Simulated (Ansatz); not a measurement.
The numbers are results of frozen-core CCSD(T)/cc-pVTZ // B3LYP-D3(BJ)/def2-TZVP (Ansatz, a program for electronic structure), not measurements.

Ansatz 0.2 input:
```yaml
crystal:
  periodic: [false, false, false]
  atoms:
    - { symbol: Cl, position_ang: [-0.86335, -1.146431, -1.455869] }
    - { symbol: Si, position_ang: [-0.027891, -0.005532, 0.006571] }
    - { symbol: Cl, position_ang: [-0.129568, -1.003358, 1.77643] }
    - { symbol: Cl, position_ang: [-1.055144, 1.743426, 0.162385] }
    - { symbol: Br, position_ang: [2.075953, 0.411894, -0.489516] }
basis:
  gaussian: { orbitals: cc-pVTZ }
correlation:
  method: ccsd_t
```

Output:

```
Functional definition: HF
1104 factors; integrals over basis functions are off by at most 8.7e-4 eV
mean field evaluation 1: about -115378.9287 eV, gradient 2.4e1 eV
mean field evaluation 2: about -115379.3158 eV, gradient 2.5e1 eV
mean field evaluation 4: about -115381.1392 eV, gradient 2.1e0 eV
mean field evaluation 8: about -115381.1875 eV, gradient 1.2e-1 eV
mean field evaluation 16: about -115379.9162 eV, gradient 1.6e1 eV
mean field -115381.18754155 eV, -4240.1804339740 hartree, gradient 7.9e-6 eV, S^2 0.000000; 0 other end points of the search recorded, 0 dependent functions left out
29 core orbitals not correlated
reference -115381.18754155 eV, -4240.1804339740 hartree; 21, 21 occupied and 129, 129 virtual orbitals, 1104 factors
second order -24.37300326 eV of doubles, -0.00000000 eV of singles
cycle   1  -25.16805245 eV  change   -8.0e-1 eV  update   9.5e-2
cycle   2  -25.66854134 eV  change   -5.0e-1 eV  update   2.5e-2
cycle   3  -25.76044719 eV  change   -9.2e-2 eV  update   1.2e-2
cycle   4  -25.74885311 eV  change    1.2e-2 eV  update   2.5e-3
cycle   5  -25.74819179 eV  change    6.6e-4 eV  update   8.8e-4
cycle   6  -25.74791223 eV  change    2.8e-4 eV  update   2.3e-4
cycle   7  -25.74781369 eV  change    9.9e-5 eV  update   7.6e-5
cycle   8  -25.74784365 eV  change   -3.0e-5 eV  update   1.9e-5
perturbative correction -1.11722690 eV, -0.0410573312 hartree
Total energy: -115408.05261210 eV, -4241.1677071068 hartree
```

Cost: about 60 core-seconds (a rough figure).
